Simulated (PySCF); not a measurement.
**Assignment exercise: H8O3Si3**

Atoms are numbered as in `[OH:1][SiH2:2][O:3][SiH2:4][O:5][SiH3:6]` (H(Xn): hydrogen on atom n).

Theoretical values (PySCF 2.14): shieldings: GIAO PBE0/pcSseg-1, GFN2-xTB geometry. One computed conformer, isolated molecule, averaged over atoms made equivalent by symmetry, fast rotation or ring inversion, no relativistic terms.

Chemical shifts δ = σref − σ; 1H (31.72 ppm) against TMS, all at this level.

Task: Assign these signals to the numbered atoms. 1H NMR (400 MHz, computed): δ 5.15 (s, 3H), 5.10 (s, 2H), 4.96 (s, 2H), 2.02 (br s, 1H).

Result: 
| δ (ppm) | atoms | environment | reason |
| --- | --- | --- | --- |
| 5.15 | H(Si6) | hydrogen on a silicon bonded to O | – |
| 5.10 | H(Si2) | hydrogen on a silicon bonded to 2 O | – |
| 4.96 | H(Si4) | hydrogen on a silicon bonded to 2 O | – |
| 2.02 | H(O1) | hydrogen on an oxygen bonded to Si | exchangeable, gas-phase position |

H(Si6) and H(Si2) lie closer than the usual error of such a calculation, so a measured spectrum could show them in the other order.

Exchangeable OH/NH protons stand at their gas-phase positions; hydrogen bonding in a real sample shifts them, mostly to higher δ. Multiplicities follow the n + 1 count of equivalent neighbours, as no J values were calculated; m marks all less simple cases, F and P coupling included.
